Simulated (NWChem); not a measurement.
System: C4H3N2, doublet; SMILES c1ncn[c]c1

Output (shortened):

```
             Northwest Computational Chemistry Package (NWChem) 7.3.0
             --------------------------------------------------------

 CS  symmetry detected

                             Geometry "geometry" -> ""
                             -------------------------

 Output coordinates in angstroms (scale by  1.889725989 to convert to a.u.)

  No.       Tag          Charge          X              Y              Z
 ---- ---------------- ---------- -------------- -------------- --------------
    1 C                    6.0000     1.36164227     0.02613507     0.00000000
    2 C                    6.0000     0.66965781     1.22928377     0.00000000
    3 C                    6.0000    -0.71796804     1.07037180     0.00000000
    4 N                    7.0000    -1.31179670    -0.12357809     0.00000000
    5 C                    6.0000    -0.52679762    -1.18750760     0.00000000
    6 N                    7.0000     0.81323329    -1.13542858     0.00000000
    7 H                    1.0000     1.14489630     2.21154530     0.00000000
    8 H                    1.0000    -1.37606985     1.94836717     0.00000000
    9 H                    1.0000    -0.99808919    -2.17656400     0.00000000

 Effective nuclear repulsion energy (a.u.)     200.6883870449

      Symmetry information
      --------------------

 Group name             Cs
 Group number              2
 Group order               2
 No. of unique centers     9

                                 NWChem DFT Module
                                 -----------------

 Summary of "ao basis" -> "ao basis" (spherical)
 ------------------------------------------------------------------------------
       Tag                 Description            Shells   Functions and Types
 ---------------- ------------------------------  ------  ---------------------
 C                           6-31g*                  6       14   3s2p1d
 N                           6-31g*                  6       14   3s2p1d
 H                           6-31g*                  2        2   2s

      Symmetry analysis of basis
      --------------------------

        a'         66
        a"         24

            General Information
            -------------------
          SCF calculation type: DFT
          Wavefunction type:  spin polarized.
          No. of atoms     :     9
          No. of electrons :    41
           Alpha electrons :    21
            Beta electrons :    20
          Charge           :     0
          Spin multiplicity:     2
          Use of symmetry is: on ; symmetry adaption is: on
          Maximum number of iterations: 150
          AO basis - number of functions:    90
                     number of shells:    42
          Convergence on energy requested:  1.00D-06
          Convergence on density requested:  1.00D-05
          Convergence on gradient requested:  5.00D-04

              XC Information
              --------------
                        MPW1K Method XC Functional
                     Hartree-Fock (Exact) Exchange  0.428
                        mPW91  Exchange Functional  0.572
                Perdew 1991 Correlation Functional  1.000 non-local
            Perdew 1991 LDA Correlation Functional  1.000 local

             Grid Information
             ----------------
          Grid used for XC integration:  medium
          Radial quadrature: Mura-Knowles
          Angular quadrature: Lebedev.
          Tag              B.-S. Rad. Rad. Pts. Rad. Cut. Ang. Pts.
          ---              ---------- --------- --------- ---------
          C                   0.70       49          10.0       434
          N                   0.65       49          10.0       434
          H                   0.35       45          11.0       434
          Grid pruning is: on
          Number of quadrature shells:   429
          Spatial weights used:  Erf1

      Superposition of Atomic Density Guess
      -------------------------------------

 Sum of atomic energies:        -260.72319070

      Non-variational initial energy
      ------------------------------

 Total energy =    -264.385199
 1-e energy   =    -749.382247
 2-e energy   =     284.308661
 HOMO         =      -0.132619
 LUMO         =      -0.008180

   Symmetry analysis of molecular orbitals - initial alpha
   -------------------------------------------------------

  Numbering of irreducible representations:

     1 a'          2 a"

  Orbital symmetries:

     1 a'          2 a'          3 a'          4 a'          5 a'
     6 a'          7 a'          8 a'          9 a'         10 a'
    11 a'         12 a'         13 a'         14 a'         15 a"
    16 a'         17 a"         18 a'         19 a'         20 a"
    21 a'         22 a"         23 a"         24 a'         25 a"
    26 a'         27 a'         28 a'         29 a'         30 a'
    31 a'

   Symmetry analysis of molecular orbitals - initial beta
   ------------------------------------------------------

  Numbering of irreducible representations:

     1 a'          2 a"

  Orbital symmetries:

     1 a'          2 a'          3 a'          4 a'          5 a'
     6 a'          7 a'          8 a'          9 a'         10 a'
    11 a'         12 a'         13 a'         14 a'         15 a"
    16 a'         17 a"         18 a'         19 a'         20 a"
    21 a'         22 a"         23 a"         24 a'         25 a"
    26 a'         27 a'         28 a'         29 a'         30 a'
    31 a'

     ---------------------------------------------
      Total Density - Mulliken Population Analysis
     ---------------------------------------------

    Atom       Charge   Shell Charges
 -----------   ------   -------------------------------------------------------
    1 C    6     5.73   2.00  0.75  1.65  0.55  0.73  0.05
    2 C    6     6.31   2.00  0.74  1.94  0.55  1.04  0.03
    3 C    6     5.79   2.00  0.73  1.73  0.47  0.80  0.05
    4 N    7     7.63   2.00  0.85  2.46  0.84  1.44  0.03
    5 C    6     5.56   2.00  0.72  1.65  0.43  0.69  0.07
    6 N    7     7.60   2.00  0.84  2.45  0.83  1.44  0.04
    7 H    1     0.78   0.46  0.32
    8 H    1     0.79   0.47  0.33
    9 H    1     0.81   0.48  0.33

     --------------------------------------------
      Spin Density - Mulliken Population Analysis
     --------------------------------------------

    Atom       Charge   Shell Charges
 -----------   ------   -------------------------------------------------------
    1 C    6     0.62   0.00  0.03  0.28  0.10  0.20  0.00
    2 C    6     0.08   0.00  0.01  0.07 -0.00 -0.00  0.00
    3 C    6     0.05   0.00  0.00  0.03 -0.00  0.01  0.00
    4 N    7     0.04   0.00  0.00  0.02  0.00  0.01  0.00
    5 C    6     0.05   0.00  0.01  0.04 -0.00  0.00  0.00
    6 N    7     0.12   0.00  0.02  0.07  0.01  0.02  0.00
    7 H    1     0.00   0.00  0.00
    8 H    1     0.03   0.01  0.02
    9 H    1     0.01   0.00  0.01

   convergence    iter        energy       DeltaE   RMS-Dens  Diis-err
 ---------------- ----- ----------------- --------- --------- ---------
 d= 0,ls=0.0,diis     1   -263.4635070007 -4.64D+02  4.97D-03  1.48D-01
                                                     4.54D-03  1.43D-01
 d= 0,ls=0.0,diis     2   -263.5088206073 -4.53D-02  2.33D-03  1.00D-01
                                                     2.31D-03  9.98D-02
 d= 0,ls=0.0,diis     3   -263.5500052594 -4.12D-02  8.77D-04  8.18D-03
                                                     7.74D-04  7.55D-03
 d= 0,ls=0.0,diis     4   -263.5535365804 -3.53D-03  3.42D-04  1.27D-03
                                                     3.81D-04  1.55D-03
 d= 0,ls=0.0,diis     5   -263.5543710595 -8.34D-04  1.91D-04  2.60D-04
                                                     1.66D-04  2.04D-04
  Resetting Diis
 d= 0,ls=0.0,diis     6   -263.5545733550 -2.02D-04  1.06D-04  2.75D-05
                                                     1.31D-04  3.03D-05
 d= 0,ls=0.0,diis     7   -263.5546426762 -6.93D-05  4.84D-05  7.60D-06
                                                     5.03D-05  6.73D-06
 d= 0,ls=0.0,diis     8   -263.5546599679 -1.73D-05  2.56D-05  5.18D-06
                                                     2.49D-05  4.71D-06
 d= 0,ls=0.0,diis     9   -263.5546672227 -7.25D-06  5.93D-05  3.07D-06
                                                     5.76D-05  2.68D-06
 d= 0,ls=0.0,diis    10   -263.5546802203 -1.30D-05  3.65D-05  1.08D-06
                                                     3.60D-05  1.29D-06
 d= 0,ls=0.0,diis    11   -263.5546850445 -4.82D-06  2.29D-05  3.78D-07
                                                     2.14D-05  3.05D-07
 d= 0,ls=0.0,diis    12   -263.5546869227 -1.88D-06  2.29D-05  1.18D-07
                                                     2.45D-05  2.17D-07
 d= 0,ls=0.0,diis    13   -263.5546878612 -9.39D-07  4.87D-06  1.50D-08
                                                     4.61D-06  1.05D-08

         Total DFT energy =     -263.554687861229
      One electron energy =     -752.187086520063
           Coulomb energy =      324.465458979170
    Exchange-Corr. energy =      -36.521447365248
 Nuclear repulsion energy =      200.688387044912

 Numeric. integr. density =       41.000007095692

                  Occupations of the irreducible representations
                  ----------------------------------------------

                     irrep           alpha         beta
                     --------     --------     --------
                     a'               18.0         17.0
                     a"                3.0          3.0

                    DFT Final Alpha Molecular Orbital Analysis
                    ------------------------------------------

 Vector   19  Occ=1.000000D+00  E=-3.707283D-01  Symmetry=a'
              MO Center= -6.8D-01, -1.9D-01, -1.2D-16, r^2= 2.8D+00
   Bfn.  Coefficient  Atom+Function         Bfn.  Coefficient  Atom+Function
  ----- ------------  ---------------      ----- ------------  ---------------
    45      0.449214  4 N  px                49      0.313403  4 N  px
    48     -0.280482  4 N  s                  3      0.243618  1 C  px
    76     -0.220348  6 N  s                 20     -0.164728  2 C  s
    44     -0.165143  4 N  s                  6      0.151687  1 C  s
     7      0.152206  1 C  px                62      0.144256  5 C  s

 Vector   20  Occ=1.000000D+00  E=-3.370357D-01  Symmetry=a"
              MO Center=  1.8D-01,  3.0D-01, -7.1D-16, r^2= 2.6D+00
   Bfn.  Coefficient  Atom+Function         Bfn.  Coefficient  Atom+Function
  ----- ------------  ---------------      ----- ------------  ---------------
    19      0.365699  2 C  pz                61     -0.303376  5 C  pz
    23      0.271763  2 C  pz                33      0.214003  3 C  pz
    65     -0.203896  5 C  pz                 5      0.194641  1 C  pz
    75     -0.153141  6 N  pz                37      0.144755  3 C  pz
    47     -0.144973  4 N  pz                 9      0.120985  1 C  pz

 Vector   21  Occ=1.000000D+00  E=-2.787377D-01  Symmetry=a'
              MO Center=  6.6D-01, -2.3D-01, -3.3D-16, r^2= 3.1D+00
   Bfn.  Coefficient  Atom+Function         Bfn.  Coefficient  Atom+Function
  ----- ------------  ---------------      ----- ------------  ---------------
     3      0.367674  1 C  px                 6      0.318129  1 C  s
     7      0.298992  1 C  px                73     -0.276808  6 N  px
    45     -0.259647  4 N  px                49     -0.212083  4 N  px
    77     -0.212522  6 N  px                59      0.204593  5 C  px
    17     -0.197147  2 C  px                74      0.183231  6 N  py

 Vector   22  Occ=0.000000D+00  E=-1.611954D-02  Symmetry=a"
              MO Center=  2.4D-03,  1.3D-01,  6.8D-15, r^2= 3.0D+00
   Bfn.  Coefficient  Atom+Function         Bfn.  Coefficient  Atom+Function
  ----- ------------  ---------------      ----- ------------  ---------------
    37      0.495106  3 C  pz                79      0.410321  6 N  pz
    33      0.383115  3 C  pz                75      0.342816  6 N  pz
    23     -0.320820  2 C  pz                65     -0.297227  5 C  pz
    61     -0.254393  5 C  pz                19     -0.228771  2 C  pz
     9     -0.175708  1 C  pz                 5     -0.153723  1 C  pz

 Vector   23  Occ=0.000000D+00  E=-9.252878D-03  Symmetry=a"
              MO Center=  7.8D-02, -8.1D-02, -2.0D-15, r^2= 3.0D+00
   Bfn.  Coefficient  Atom+Function         Bfn.  Coefficient  Atom+Function
  ----- ------------  ---------------      ----- ------------  ---------------
     9      0.446336  1 C  pz                51      0.420170  4 N  pz
    65     -0.378658  5 C  pz                 5      0.363873  1 C  pz
    23     -0.353333  2 C  pz                47      0.343191  4 N  pz
    61     -0.315003  5 C  pz                19     -0.249148  2 C  pz
    37     -0.100804  3 C  pz                33     -0.087351  3 C  pz

 Vector   24  Occ=0.000000D+00  E= 1.452165D-01  Symmetry=a'
              MO Center= -8.2D-02,  2.0D+00, -7.0D-16, r^2= 4.4D+00
   Bfn.  Coefficient  Atom+Function         Bfn.  Coefficient  Atom+Function
  ----- ------------  ---------------      ----- ------------  ---------------
    86      1.443205  7 H  s                 88      1.345929  8 H  s
    34     -1.051501  3 C  s                 20     -0.993445  2 C  s
    22     -0.562769  2 C  py                21     -0.495713  2 C  px
    36     -0.449493  3 C  py                35      0.430918  3 C  px
    90      0.354809  9 H  s                 62     -0.224324  5 C  s

                     DFT Final Beta Molecular Orbital Analysis
                     -----------------------------------------

 Vector   18  Occ=1.000000D+00  E=-3.724433D-01  Symmetry=a'
              MO Center=  5.5D-02, -6.9D-01,  3.1D-15, r^2= 3.1D+00
   Bfn.  Coefficient  Atom+Function         Bfn.  Coefficient  Atom+Function
  ----- ------------  ---------------      ----- ------------  ---------------
    74      0.382837  6 N  py                78      0.263222  6 N  py
    48     -0.256905  4 N  s                 76     -0.248284  6 N  s
    45      0.232078  4 N  px                 4     -0.161672  1 C  py
    49      0.161442  4 N  px                46      0.157284  4 N  py
    18      0.153097  2 C  py                90      0.148056  9 H  s

 Vector   19  Occ=1.000000D+00  E=-3.373269D-01  Symmetry=a'
              MO Center= -5.0D-01, -3.0D-01, -3.0D-15, r^2= 2.9D+00
   Bfn.  Coefficient  Atom+Function         Bfn.  Coefficient  Atom+Function
  ----- ------------  ---------------      ----- ------------  ---------------
    45      0.457899  4 N  px                49      0.337699  4 N  px
    74     -0.252071  6 N  py                73      0.206117  6 N  px
     3      0.175781  1 C  px                77      0.171339  6 N  px
    78     -0.167432  6 N  py                48     -0.155741  4 N  s
    21      0.142448  2 C  px                44     -0.118351  4 N  s

 Vector   20  Occ=1.000000D+00  E=-3.346473D-01  Symmetry=a"
              MO Center=  1.7D-01,  3.9D-01, -2.7D-15, r^2= 2.6D+00
   Bfn.  Coefficient  Atom+Function         Bfn.  Coefficient  Atom+Function
  ----- ------------  ---------------      ----- ------------  ---------------
    19      0.386345  2 C  pz                23      0.296543  2 C  pz
    61     -0.283028  5 C  pz                 5      0.194936  1 C  pz
    65     -0.190749  5 C  pz                33      0.189661  3 C  pz
    47     -0.188733  4 N  pz                51     -0.141893  4 N  pz
    37      0.127684  3 C  pz                 9      0.112089  1 C  pz

[...]
```

Level: MPW1K/6-31G* (spherical d), spin-unrestricted. In the optimisation the excess spin sits in a' (Cs, its own frame). Geometry: optimised at PBE0/def2-SVP, spin-unrestricted. No frequency run checked for a minimum. No stability test was run on the SCF state.

### Question
Write an input that gives this output.

### Answer
One answer among several that fit: the input that was run:
```
start job
memory heap 200 mb stack 900 mb global 1100 mb
geometry units angstroms noautoz
  C      1.348684     0.179850     0.000000
  C      0.522245     1.294932     0.000000
  C     -0.837705     0.976664     0.000000
  N     -1.289521    -0.277932     0.000000
  C     -0.386786    -1.243975     0.000000
  N      0.938239    -1.037326     0.000000
  H      0.880739     2.325549     0.000000
  H     -1.592898     1.772690     0.000000
  H     -0.740574    -2.280885     0.000000
end
basis spherical
  C library 6-31g*
  N library 6-31g*
  H library 6-31g*
end
dft
  odft
  mult 2
  xc mpw1k
  iterations 150
  mulliken
end
task dft energy
```
